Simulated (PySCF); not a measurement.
AlFH3NSi, FH5Si2, ClFH3Si2, ClF2HSi and others (calculated)

All values are calculated (PySCF 2.14.0). Calculation on a computer-drawn molecule: the log of a Hartree-Fock and frozen-core CCSD(T) single point meant for a local Hartree-Fock minimum, with one planted fault or none, to be diagnosed. Offsets are logged minus clean, where the clean run is the same molecule without the fault. The reference is restricted for singlets and unrestricted otherwise, and also for a bond in bohr or an excited solution. Adding or removing an electron swaps singlet and doublet. The excited solution moves the top pair (singlet) or top alpha electron (doublet) to the lowest empty orbital. Highest occupied and lowest empty are orbital energies over both spins, largest force is the largest gradient component, triples share is (T) over the correlation energy, the T1 limit is 0.02 restricted and 0.045 unrestricted, electrons count all cores, a negative frequency is imaginary (commonest isotopes), and the dipole is about the centre of nuclear charge.

Common to all runs: meant charge 0; meant basis cc-pV(D+d)Z; logged SCF converged yes; logged SCF stable within its kind yes; possible faults no fault, one electron removed, one electron added, multiplicity raised by two, geometry at a saddle point, SCF held on an excited solution, minimal basis STO-3G, one bond length entered in bohr, all coordinates scaled.

(1) 
```xyz
7
formula=AlFH3NSi meant_multiplicity=1 logged_electrons=45 logged_basis_functions=89 logged_spin_squared=0.7559 logged_highest_occupied=-15.959 logged_lowest_empty=-6.9543 logged_largest_force=0.054106 logged_T1_diagnostic=0.018101 logged_D1_diagnostic=0.057524 logged_triples_share=0.023731 logged_CC_converged=yes logged_dipole_magnitude=9.2647 logged_energy_HF=-686.32819 logged_energy_CCSD(T)=-686.84198 planted_fault=one_electron_removed HF_energy_offset_from_clean_run=175.9 CCSD(T)_energy_offset_from_clean_run=196.4
F     -0.7777     2.7007     0.8090
Si     0.1011     1.8204    -0.2330
N      1.1552     0.9270     0.7693
Al     1.2847     0.9432     2.5973
H      0.7769     2.7685    -1.1389
H     -0.8443     0.9977    -1.0113
H      1.7845     0.3106     0.2730
```

Units: logged_highest_occupied, logged_lowest_empty in eV; logged_largest_force in hartree/bohr; logged_dipole_magnitude in debye; logged_energy_HF, logged_energy_CCSD(T) in hartree; HF_energy_offset_from_clean_run, CCSD(T)_energy_offset_from_clean_run in kcal/mol.

Drawn bonds:
```csv
atom,other atom,order
1,2,1
2,3,1
3,4,1
2,5,1
2,6,1
3,7,1
```

(2) 
```xyz
8
formula=FH5Si2 meant_multiplicity=1 logged_electrons=42 logged_basis_functions=85 logged_spin_squared=0 logged_highest_occupied=-11.322 logged_lowest_empty=3.1744 logged_largest_force=0.055242 logged_T1_diagnostic=0.011913 logged_D1_diagnostic=0.026161 logged_triples_share=0.018028 logged_CC_converged=yes logged_dipole_magnitude=1.304 logged_energy_HF=-680.24974 logged_energy_CCSD(T)=-680.69237 planted_fault=all_coordinates_scaled,by_-5.3_% HF_energy_offset_from_clean_run=14.04 CCSD(T)_energy_offset_from_clean_run=15.73
F     -1.6935     0.9131    -1.5793
Si    -1.0009     2.0962    -0.8829
Si     0.9159     1.3837     0.0199
H     -1.8832     2.5845     0.0862
H     -0.7855     3.0822    -1.8509
H      0.6637     0.3793     0.9662
H      1.5446     2.4668     0.6561
H      1.7653     0.8815    -0.9772
```

Units: logged_highest_occupied, logged_lowest_empty in eV; logged_largest_force in hartree/bohr; logged_dipole_magnitude in debye; logged_energy_HF, logged_energy_CCSD(T) in hartree; HF_energy_offset_from_clean_run, CCSD(T)_energy_offset_from_clean_run in kcal/mol.

Drawn bonds:
```csv
atom,other atom,order
1,2,1
2,3,1
2,4,1
2,5,1
3,6,1
3,7,1
3,8,1
```

(3) 
```xyz
7
formula=ClFH3Si2 meant_multiplicity=2 logged_electrons=57 logged_basis_functions=98 logged_spin_squared=1.5745 logged_highest_occupied=-9.3263 logged_lowest_empty=0.48991 logged_largest_force=0.011039 logged_T1_diagnostic=0.045397 logged_D1_diagnostic=0.22868 logged_triples_share=0.028837 logged_CC_converged=yes logged_dipole_magnitude=0.37406 logged_energy_HF=-1138.51943 logged_energy_CCSD(T)=-1139.06824 planted_fault=one_bond_length_entered_in_bohr,row_5_of_the_drawn_bonds HF_energy_offset_from_clean_run=73.01 CCSD(T)_energy_offset_from_clean_run=77.44
F      0.3886     1.3285     0.8387
Si     1.0179     1.0728    -0.6329
Si     0.9858    -1.2545    -1.0076
Cl     1.9008    -1.6229    -2.8462
H      0.2019     1.8231    -1.6051
H      3.6399     2.0067    -0.6371
H     -0.3673    -1.8497    -1.0552
```

Units: logged_highest_occupied, logged_lowest_empty in eV; logged_largest_force in hartree/bohr; logged_dipole_magnitude in debye; logged_energy_HF, logged_energy_CCSD(T) in hartree; HF_energy_offset_from_clean_run, CCSD(T)_energy_offset_from_clean_run in kcal/mol.

Drawn bonds:
```csv
atom,other atom,order
1,2,1
2,3,1
3,4,1
2,5,1
2,6,1
3,7,1
```

Notes: T1 above single-reference limit.

(4) 
```xyz
5
formula=ClF2HSi meant_multiplicity=1 logged_electrons=49 logged_basis_functions=79 logged_spin_squared=0.7586 logged_highest_occupied=-21.084 logged_lowest_empty=-10.635 logged_largest_force=0.10414 logged_T1_diagnostic=0.021154 logged_D1_diagnostic=0.1192 logged_triples_share=0.018962 logged_CC_converged=yes logged_dipole_magnitude=5.4623 logged_energy_HF=-947.6467 logged_energy_CCSD(T)=-948.26628 planted_fault=one_electron_removed HF_energy_offset_from_clean_run=276.9 CCSD(T)_energy_offset_from_clean_run=288.8
F     -2.7684     0.1377     0.9500
Si    -2.2899    -0.8533    -0.1970
F     -2.3274    -0.0432    -1.5640
Cl    -3.5895    -2.4003    -0.3136
H     -0.9369    -1.3031     0.0728
```

Units: logged_highest_occupied, logged_lowest_empty in eV; logged_largest_force in hartree/bohr; logged_dipole_magnitude in debye; logged_energy_HF, logged_energy_CCSD(T) in hartree; HF_energy_offset_from_clean_run, CCSD(T)_energy_offset_from_clean_run in kcal/mol.

Drawn bonds:
```csv
atom,other atom,order
1,2,1
2,3,1
2,4,1
2,5,1
```

(5) 
```xyz
5
formula=ClF2HSi meant_multiplicity=1 logged_electrons=50 logged_basis_functions=79 logged_spin_squared=2.0123 logged_highest_occupied=-3.7108 logged_lowest_empty=-3.2246 logged_largest_force=0.1548 logged_T1_diagnostic=0.025409 logged_D1_diagnostic=0.15057 logged_triples_share=0.019203 logged_CC_converged=yes logged_dipole_magnitude=3.4905 logged_energy_HF=-947.75466 logged_energy_CCSD(T)=-948.38685 planted_fault=multiplicity_raised_by_two HF_energy_offset_from_clean_run=209.2 CCSD(T)_energy_offset_from_clean_run=213.1
F     -2.7684     0.1377     0.9500
Si    -2.2899    -0.8533    -0.1970
F     -2.3274    -0.0432    -1.5640
Cl    -3.5895    -2.4003    -0.3136
H     -0.9369    -1.3031     0.0728
```

Units: logged_highest_occupied, logged_lowest_empty in eV; logged_largest_force in hartree/bohr; logged_dipole_magnitude in debye; logged_energy_HF, logged_energy_CCSD(T) in hartree; HF_energy_offset_from_clean_run, CCSD(T)_energy_offset_from_clean_run in kcal/mol.

Drawn bonds:
```csv
atom,other atom,order
1,2,1
2,3,1
2,4,1
2,5,1
```

(6) 
```xyz
7
formula=CH3FSi2 meant_multiplicity=1 logged_electrons=46 logged_basis_functions=89 logged_spin_squared=1.6132 logged_highest_occupied=-9.0138 logged_lowest_empty=0.63455 logged_largest_force=0.043828 logged_dipole_magnitude=1.7507 logged_energy_HF=-716.75722 planted_fault=one_bond_length_entered_in_bohr,row_2_of_the_drawn_bonds HF_energy_offset_from_clean_run=81.06
F     -1.4085    -0.0442    -2.0849
Si    -0.4836     1.0498    -1.3862
C      2.6919     0.8317    -1.0370
Si     3.7484    -0.5728    -1.6066
H     -1.3841     2.1250    -0.9627
H      3.1585     1.6767    -0.5333
H      2.6280    -1.4118    -2.2025
```

Units: logged_highest_occupied, logged_lowest_empty in eV; logged_largest_force in hartree/bohr; logged_dipole_magnitude in debye; logged_energy_HF in hartree; HF_energy_offset_from_clean_run in kcal/mol.

Drawn bonds:
```csv
atom,other atom,order
1,2,1
2,3,2
3,4,1
2,5,1
3,6,1
4,7,1
```

Notes: coupled-cluster numbers left out as unreliable.

(7) 
```xyz
6
formula=AlFH2NSi meant_multiplicity=2 logged_electrons=45 logged_basis_functions=84 logged_spin_squared=0.7559 logged_highest_occupied=-7.5506 logged_lowest_empty=1.1602 logged_largest_force=4.099e-05 logged_lowest_frequency=-173.36 logged_T1_diagnostic=0.01766 logged_D1_diagnostic=0.049008 logged_triples_share=0.027528 logged_CC_converged=yes logged_dipole_magnitude=2.5844 logged_energy_HF=-685.94588 logged_energy_CCSD(T)=-686.46777 planted_fault=geometry_at_a_saddle_point HF_energy_offset_from_clean_run=2.084 CCSD(T)_energy_offset_from_clean_run=3.077
F      1.9981     1.1873     0.0000
Si     1.1854    -0.1855     0.0000
N     -0.3483    -0.3582     0.0000
Al    -2.1132    -0.3998     0.0000
H      2.2229    -1.2113     0.0000
H     -2.9450     0.9675     0.0000
```

Units: logged_highest_occupied, logged_lowest_empty in eV; logged_largest_force in hartree/bohr; logged_lowest_frequency in cm⁻¹; logged_dipole_magnitude in debye; logged_energy_HF, logged_energy_CCSD(T) in hartree; HF_energy_offset_from_clean_run, CCSD(T)_energy_offset_from_clean_run in kcal/mol.

Drawn bonds:
```csv
atom,other atom,order
1,2,1
2,3,2
3,4,1
2,5,1
4,6,1
```

(8) 
```xyz
8
formula=FH4OSi2 meant_multiplicity=2 logged_electrons=50 logged_basis_functions=94 logged_spin_squared=0 logged_highest_occupied=-0.2415 logged_lowest_empty=7.8164 logged_largest_force=0.12406 logged_T1_diagnostic=0.014781 logged_D1_diagnostic=0.048726 logged_triples_share=0.020167 logged_CC_converged=yes logged_dipole_magnitude=6.7262 logged_energy_HF=-754.58593 logged_energy_CCSD(T)=-755.20935 planted_fault=one_electron_added HF_energy_offset_from_clean_run=17.8 CCSD(T)_energy_offset_from_clean_run=-0.4798
F      0.0661     0.2995     2.0239
Si     1.3191    -0.5102     1.3977
O      1.4774    -0.0683    -0.1577
Si     0.9084     0.6286    -1.5438
H      2.5222    -0.1072     2.1580
H     -0.4657     0.1588    -1.8118
H      1.7965     0.2304    -2.6516
H      0.9118     2.0974    -1.3997
```

Units: logged_highest_occupied, logged_lowest_empty in eV; logged_largest_force in hartree/bohr; logged_dipole_magnitude in debye; logged_energy_HF, logged_energy_CCSD(T) in hartree; HF_energy_offset_from_clean_run, CCSD(T)_energy_offset_from_clean_run in kcal/mol.

Drawn bonds:
```csv
atom,other atom,order
1,2,1
2,3,1
3,4,1
2,5,1
4,6,1
4,7,1
4,8,1
```

(9) 
```xyz
8
formula=BFH4Si2 meant_multiplicity=1 logged_electrons=45 logged_basis_functions=94 logged_spin_squared=0.7868 logged_highest_occupied=-16.578 logged_lowest_empty=-6.6251 logged_largest_force=0.034789 logged_T1_diagnostic=0.023188 logged_D1_diagnostic=0.082014 logged_triples_share=0.026558 logged_CC_converged=yes logged_dipole_magnitude=4.5888 logged_energy_HF=-704.00927 logged_energy_CCSD(T)=-704.49766 planted_fault=one_electron_removed HF_energy_offset_from_clean_run=175.9 CCSD(T)_energy_offset_from_clean_run=190.6
F     -0.3850     1.9464    -2.0337
Si    -1.3858     1.3900    -0.8549
B     -0.3529    -0.3662    -0.5430
Si     1.1904    -0.6544     0.7682
H     -0.6809    -1.3419    -1.1703
H      2.3701    -1.1843     0.0403
H      0.7678    -1.6491     1.7885
H      1.6002     0.5822     1.4798
```

Units: logged_highest_occupied, logged_lowest_empty in eV; logged_largest_force in hartree/bohr; logged_dipole_magnitude in debye; logged_energy_HF, logged_energy_CCSD(T) in hartree; HF_energy_offset_from_clean_run, CCSD(T)_energy_offset_from_clean_run in kcal/mol.

Drawn bonds:
```csv
atom,other atom,order
1,2,1
2,3,1
3,4,1
3,5,1
4,6,1
4,7,1
4,8,1
```

(10) 
```xyz
3
formula=ClFSi meant_multiplicity=1 logged_electrons=40 logged_basis_functions=60 logged_spin_squared=0.9543 logged_highest_occupied=-8.0713 logged_lowest_empty=0.011798 logged_largest_force=0.0038225 logged_T1_diagnostic=0.065945 logged_D1_diagnostic=0.37644 logged_triples_share=0.026435 logged_CC_converged=yes logged_dipole_magnitude=1.3783 logged_energy_HF=-847.80783 logged_energy_CCSD(T)=-848.21076
F      0.9557     0.1808    -2.0827
Si     3.0692     2.3837    -2.1382
Cl     2.2885     3.6653    -0.6834
```

Units: logged_highest_occupied, logged_lowest_empty in eV; logged_largest_force in hartree/bohr; logged_dipole_magnitude in debye; logged_energy_HF, logged_energy_CCSD(T) in hartree.

Drawn bonds:
```csv
atom,other atom,order
1,2,1
2,3,1
```

Notes: T1 above single-reference limit.

Question: Which fault was planted in the run of ClFSi (entry 10)?
Answer: one bond length entered in bohr, row 1 of the drawn bonds

Further results for ClFSi (entry 10):

```
HF energy offset from clean run      : 94.83 kcal/mol
CCSD(T) energy offset from clean run : 116.2 kcal/mol
```
